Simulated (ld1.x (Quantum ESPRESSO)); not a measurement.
Plane-wave convergence, TM potential for Dy

dysprosium (Dy), norm-conserving Troullier–Martins (Kleinman–Bylander form), made with ld1.x (Quantum ESPRESSO) 7.5 (PBE, scalar-relativistic). Core [Kr] 4d10 4f9, reference 5s2 5p6 5d1 6s2 6p0. Waves: 5s (bound): rc 1.65 bohr; 5p (bound): rc 1.70 bohr; 5d (bound): rc 1.90 bohr. Local part: the d channel. Core correction: Bessel-smoothed model core inside 1.70 bohr.

Occupied shells without a wave of their own: 6s. They enter only through the test configuration that unscreens the potential, and ld1.x also counts them in the model core charge.

The pseudo-atom Hamiltonian at the reference potential is diagonalised in spherical Bessel functions j_l(qr) that vanish at 20 bohr, with q² up to the cutoff. All-electron valence levels (Ry): 5s -3.8828, 6s -0.3134, 5p -2.0955, 6p -0.0979, 5d -0.1699.

Question: How do the lowest levels (Ry) of each channel move with the cutoff, and are there ghosts?

Answer:

```csv
cutoff (Ry),s #1,s #2,s #3,p #1,p #2,d #1,f #1,Σ f·Δε (mRy)
8,-8.4676,-2.7510,-0.1614,-1.9517,-0.0881,-0.1063,0.0967,3436.8
15,-22.6047,-3.6854,-0.2479,-2.0673,-0.1047,-0.1632,0.0967,644.2
21,-30.4338,-3.8452,-0.2766,-2.0707,-0.1061,-0.1696,0.0967,240.8
35,-31.7586,-3.8666,-0.2814,-2.0932,-0.1064,-0.1698,0.0967,53.1
45,-33.1413,-3.8744,-0.2828,-2.0941,-0.1064,-0.1699,0.0967,29.0
60,-34.5646,-3.8819,-0.2844,-2.0948,-0.1064,-0.1699,0.0967,6.7
80,-34.6409,-3.8822,-0.2845,-2.0955,-0.1064,-0.1699,0.0967,1.7
110,-34.7944,-3.8828,-0.2846,-2.0955,-0.1064,-0.1699,0.0967,0.2
400,-34.8056,-3.8828,-0.2846,-2.0955,-0.1064,-0.1699,0.0967,0.0
```

Result: ghost state, extra bound levels that the all-electron valence spectrum of the same l lacks: s at -473.6 eV (a true bound ghost makes a file unfit for plane-wave use); 10 mRy is reached at 60 Ry and 1 mRy at 90 Ry.

Note: ghost state, extra bound levels that the all-electron valence spectrum of the same l lacks: s at -473.6 eV. A true bound ghost makes a file unfit for plane-wave use. The potential misses its own reference levels by up to 0.4 eV. ld1.x takes every shell without a wave as core, so the model core holds the 6s electrons as well and exchange and correlation see them twice. This cancels in the reference configuration, but the file is broken for other ones, and its errors say nothing about a proper core correction. Its largest configuration-test error is +933 meV.
